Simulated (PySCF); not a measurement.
## Electronic absorption of C2H5FO3Si2

Species: C₂H₅FO₃Si₂.
Z-matrix (Å and degrees, GFN2-xTB geometry), rows numbered from 1:
```
O 
C   1  1.2060
C   2  1.4674  1  123.31
O   3  1.4047  2  111.57  1    24.06
Si  4  1.6166  3  114.82  2   -73.09
F   5  1.5967  4  104.91  3  -140.26
O   5  1.6580  4  100.29  3   -29.25
Si  7  1.6116  5  116.75  4     7.36
H   2  1.1061  1  121.96  3  -173.76
H   3  1.0868  2  114.08  1   149.01
H   5  1.4315  4  122.85  3    92.13
H   8  1.4546  3  107.69  2  -155.28
H   8  1.4499  3  112.94  2   -21.72
```

Computed, not measured: TDDFT wB97X-D/def2-SVPD, vertical, gas phase, core orbitals frozen in the response (PySCF).

| state | E (eV) | λ (nm) | f | main configurations (H = HOMO, L = LUMO) |
| --- | --- | --- | --- | --- |
| S1 | 4.52 | 274.5 | 0.0037 | H→L (83%), H-1→L (13%) |
| S2 | 6.50 | 190.6 | 0.077 | H-1→L (70%), H→L (14%) |
| S3 | 6.80 | 182.4 | 0.065 | H→L+1 (77%) |
| S4 | 7.53 | 164.7 | 0.0098 | H→L+2 (70%), H-3→L (14%) |
| S5 | 7.60 | 163.1 | 0.026 | H-3→L (64%), H→L+2 (10%) |
| S6 | 7.75 | 160.1 | 0.023 | H-1→L+1 (78%) |
| S7 | 7.96 | 155.7 | 0.019 | H-2→L (80%), H-2→L+1 (11%) |
| S8 | 7.98 | 155.3 | 0.024 | H-2→L+1 (71%), H-2→L (12%) |

Triplets, Tamm–Dancoff:

| state | E (eV) | λ (nm) | main configurations (H = HOMO, L = LUMO) |
| --- | --- | --- | --- |
| T1 | 3.98 | 311.5 | H→L (85%), H-1→L (9%) |
| T2 | 5.48 | 226.1 | H-1→L (74%) |
| T3 | 6.41 | 193.4 | H→L+1 (63%), H-1→L+1 (14%) |

The lowest singlet comes at 274 nm (436 kJ/mol) in the ultraviolet; it is very weak; its leading configuration is HOMO→LUMO (83%). The strongest level in the table is S2 at 6.50 eV (191 nm, f = 0.077). Löwdin shares by element: HOMO oxygen 49% or more, carbon 30% (atoms not listed hold the other 21%); LUMO carbon 47%, oxygen 30% or more, silicon 7% or more (atoms not listed hold the other 16%). Orbital energies (eV): HOMO-3 -11.85, HOMO-2 -11.56, HOMO-1 -10.75, HOMO -9.75, LUMO 0.55, LUMO+1 1.30, LUMO+2 1.95. Weighted by f, the mean energy of these states is 7.08 eV. Of the 8 states listed, 6 reach f = 0.01 and none stays under 0.0005. The window holds the lowest 8 singlets.

One conformer stands for the species.
